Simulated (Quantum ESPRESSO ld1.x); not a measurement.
Problem. Pm, configuration [Xe] 4f5 6s2. Method: Dirac Kohn-Sham, LDA (Slater exchange, Perdew-Zunger correlation), spin-unpolarised, spherical densities, point nucleus; open shells are shared between the two j in proportion to 2j + 1; computed with ld1.x of Quantum ESPRESSO 7.5. Some entries of the table are withheld. Estimate them.

orbital     occ.  eigenvalue (eV)  <r> (bohr)  <r^2> (bohr^2)
1s1/2          2         -44937.0         (1)       0.0007326
2s1/2          2         -7303.93     0.09852         0.01151
2p1/2          2         -6919.29     0.08247        0.008396
2p3/2          4         -6359.73     0.08899        0.009643
3s1/2          2         -1592.21         (2)         0.07764
3p1/2          2         -1427.01      0.2500         0.07267
3p3/2          4         -1314.55      0.2626         0.07998
3d3/2          4         -1026.46      0.2340         0.06455
3d5/2          6         -1002.07      0.2379         0.06660
4s1/2          2         -316.099      0.5931          0.3974
4p1/2          2         -253.269         (3)          0.4212
4p3/2          4         -228.564         (4)          0.4620
4d3/2          4         -125.073      0.6827          0.5415
4d5/2          6         -120.684      0.6931          0.5579
5s1/2          2         -41.9230       1.440           2.335
5p1/2          2         -25.0724         (5)             (6)
5p3/2          4         -21.7562         (7)             (8)
6s1/2          2          -3.6827       4.317           21.17
4f5/2    2.14286          -2.6080       1.055           1.576
4f7/2    2.85714          -2.1366       1.078           1.669

Solution. 
(1) 1s1/2 <r> (bohr): 0.02319
(2) 3s1/2 <r> (bohr): 0.2605
(3) 4p1/2 <r> (bohr): 0.6082
(4) 4p3/2 <r> (bohr): 0.6371
(5) 5p1/2 <r> (bohr): 1.630
(6) 5p1/2 <r^2> (bohr^2): 3.024
(7) 5p3/2 <r> (bohr): 1.728
(8) 5p3/2 <r^2> (bohr^2): 3.401
